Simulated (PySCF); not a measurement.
Calculation: PBE-D3(BJ)/def2-TZVP // TPSS-D3(BJ)/def2-SVP in PySCF 2.14.0. All species are isolated molecules in the gas phase. One relaxed conformer stands for a flexible species; it need not be the lowest. 

Reference species: [Mo(OH)6] (neutral, multiplicity 1).

- charge on the central atom (Mulliken): 1.39 e
- HOMO: -7.15 eV
- mean distance from the central atom to its bonded neighbours: 1.924 Å
- coordination number: 6

Changed species: [Mo(OH)2(NH2)4] (4 of 6 OH replaced by NH2; the reference has 0 of 6 OH replaced by NH2).

Give the shifts of the charge on the central atom (Mulliken), HOMO, mean distance from the central atom to its bonded neighbours and coordination number.

the charge on the central atom (Mulliken) increases by 0.09 e, to 1.48 e; the HOMO goes up by 1.89 eV, to -5.26 eV; the mean distance from the central atom to its bonded neighbours rises by 0.053 Å, to 1.977 Å; the coordination number stays essentially unchanged.
